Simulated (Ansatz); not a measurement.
`C=[CH][GaH2]` + `BN` → `B[NH][GaH2]` + `C=C` at 400 K and 1 bar (ligand exchange at a Ga–C bond).

Gas-phase electronic energies from Ansatz, PBE0-D4/def2-TZVP geometries. CCSD(T)/CBS adds triple-zeta CCSD(T) − MP2 to the extrapolated MP2 energy (def2 sets, frozen cores). This one scheme is used for every species. For Ga outer-core shells are correlated without core-valence functions, which leaves a few kJ/mol of doubt a bond. Scalar relativity is left out up to krypton.

| species | CCSD(T)/CBS energy (Eh) | H − E (kJ/mol) | S (J/(mol·K)) |
| --- | --- | --- | --- |
| `C=[CH][GaH2]` | -2003.00582 | 168.4 | 322.2 |
| `BN` | -81.93499 | 142.5 | 243.5 |
| `B[NH][GaH2]` | -2006.47671 | 160.2 | 324.5 |
| `C=C` | -78.48111 | 149.4 | 232.7 |

H − E and S are ideal-gas, rigid-rotor, harmonic terms from PBE0-D4/def2-TZVP. 1 Eh = 2625.50 kJ/mol, R = 8.31446 J/(mol·K).

**Question.** By hand: ΔE, ΔH, ΔS and ΔG.

**Answer.** ΔE = (-2006.47671) + (-78.48111) − (-2003.00582) − (-81.93499) = -0.01701 Eh = -44.7 kJ/mol. Δ(H − E) = 160.2 + 149.4 − 168.4 − 142.5 = -1.3, so ΔH = -46.0 kJ/mol. ΔS = 324.5 + 232.7 − 322.2 − 243.5 = -8.5 J/(mol·K). ΔG = -46.0 − 400 × (-8.5)/1000 = -42.6 kJ/mol.

**Question.** By hand: the equilibrium constant, and the temperature at which ΔG would vanish if ΔH and ΔS stayed fixed.

**Answer.** log₁₀ K = −ΔG/(RT ln 10) = 5.6. ΔG = 0 at ΔH/ΔS = 5412 K, far beyond where these terms or the molecules hold.

The number of gas molecules stays the same, so ΔS is small and ΔH decides. A doubt of 5 kJ/mol in ΔE shifts log₁₀ K by 0.7 here. These are equilibria of isolated gas molecules and say nothing of rates. Largest T1 diagnostic: 0.013 (customary marks: 0.02 for closed shells, 0.045 for open ones).
